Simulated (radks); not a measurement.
Results of a calculation; reference values are marked as such.
Problem. These are the eigenvalues of the occupied orbitals of an atom or ion with whole-number occupations (hartree). Level of theory: scalar-relativistic Kohn-Sham, r2SCAN, spin-polarised, spherical densities, finite nucleus; meta-GGA in the generalised Kohn-Sham scheme; Fermi nuclear charge, rms radius of each element as measured or else 0.836 A^(1/3) + 0.57 fm (a radial shooting solver on a logarithmic mesh with Libxc functionals).

orbital  eigenvalue
1s up     -3241.159
1s down   -3241.157
2s up     -581.2789
2s down   -581.2730
2p up     -498.7220
2p down   -498.7165
3s up     -140.3695
3s down   -140.3681
3p up     -116.5952
3p down   -116.5930
3d up     -92.25920
3d down   -92.25483
4s up     -32.44078
4s down   -32.43466
4p up     -24.61555
4p down   -24.61014
4d up     -15.50101
4d down   -15.49454
5s up      -5.91442
5s down    -5.88065
4f up      -5.45699
4f down    -5.44866
5p up      -3.74076
5p down    -3.70328
5d up      -1.27374
5d down    -1.22961
6s up      -0.83946
6s down    -0.75973
6p up      -0.44987

Which element is it, and in what charge state? The configuration may be excited. Open shells, if any, are filled with parallel spins first.

Solution. Z = 82, lead, charge +1: Pb+ in [Xe] 4f14 5d9 6s2 6p2. The list shows which subshells hold electrons but not how many an open one holds; the 1s level, -3241.2 hartree, gives Z - s = 80.5 by -(Z - s)^2/2, which with screening and relativity narrows Z to a few neighbours, and the depths of the outer levels then fix element, charge and occupations together.
